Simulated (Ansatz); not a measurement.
System: BO, charge 0, multiplicity 2. 
Structure (B3LYP-D3(BJ)/def2-TZVP (Ansatz, an electronic-structure program) minimum search):
SMILES: [B]=O
```xyz
2

B      0.0000     0.0000    -0.7398
O      0.0000     0.0000     0.4623
```
Charge 0, spin multiplicity 2.

Basis-set convergence of Hartree-Fock and CCSD correlation energies (hartree) with Ansatz. Correlated levels leave the core frozen unless marked. Open shells are spin-unrestricted. No spin-orbit coupling. Non-relativistic.

```csv
basis,functions,E(HF),"E(corr, CCSD)"
def2-SVP,28,-99.44172,-0.24432
def2-TZVPP,62,-99.56078,-0.29768
def2-QZVPP,114,-99.56573,-0.31779
```

Extrapolating the two largest sets (X = 3 and 4) as X^-3: E(corr) = (64·(-0.31779) - 27·(-0.29768))/37 = -0.3325 Eh, an estimate of the basis-set limit. The largest set recovers 95.6 % of it, the smallest 73.5 %.
